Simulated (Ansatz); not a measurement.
Geometry optimisation, Ansatz 0.2.0, RKS PBE-D4/def2-SVP.

input.yaml

```yaml
crystal:
  periodic: [false, false, false]
  atoms:
    - { symbol: C, position_ang: [-0.8175, 0.923, 0.2076] }
    - { symbol: O, position_ang: [-0.8782, -0.4079, 0.5154] }
    - { symbol: C, position_ang: [0.4071, -0.9202, 0.4638] }
    - { symbol: Te, position_ang: [0.9685, -1.6664, -1.487] }
    - { symbol: H, position_ang: [-0.4135, 1.1448, -0.8215] }
    - { symbol: H, position_ang: [-1.9143, 1.3452, 0.1606] }
    - { symbol: H, position_ang: [-0.3066, 1.5568, 0.9805] }
    - { symbol: H, position_ang: [1.2573, -0.1767, 0.7977] }
    - { symbol: H, position_ang: [0.4962, -1.7661, 1.217] }
    - { symbol: H, position_ang: [1.2839, -0.0837, -2.0312] }
basis:
  gaussian: { orbitals: def2-SVP }
hamiltonian:
  xc: pbe
  dispersion: d4
relax:
  f_tol: 0.02
  max_steps: 50
```

Command:

```bash
$ ansatz run input.yaml --threads 2 --pin off --max-ram 3072MiB --backend cpu --events-out ev --progress --plain --runs-dir out
```

Question: Where does it end, and by what steps?

Answer: The run converged. After 7 steps the energy has fallen by 0.383 eV; H10 moved furthest, 0.47 Å.

| step | energy less start (eV) | largest force component (eV/Å) | accepted |
| --- | --- | --- | --- |
| 0 | 0.0000 | 2.743 | yes |
| 1 | -0.2924 | 1.150 | yes |
| 2 | -0.3457 | 0.449 | yes |
| 3 | -0.3683 | 0.249 | yes |
| 4 | -0.3803 | 0.081 | yes |
| 5 | -0.3818 | 0.101 | yes |
| 6 | -0.3811 | 0.097 | no |
| 7 | -0.3828 | 0.007 | yes |

```xyz
10
Properties=species:S:1:pos:R:3
C -0.928 0.980 0.185
O -0.820 -0.324 0.716
C 0.407 -0.921 0.532
Te 0.909 -1.524 -1.584
H -0.806 0.969 -0.924
H -1.937 1.359 0.437
H -0.161 1.668 0.617
H 1.269 -0.287 0.844
H 0.417 -1.879 1.083
H 1.733 -0.092 -1.903
```

Whether the end is a true minimum wasn't checked by a vibrational analysis.

Time of the run: 12 s on 2 threads of Intel(R) Xeon(R) Platinum 8488C (Sapphire Rapids), on a shared host, peak memory 0.15 GiB.
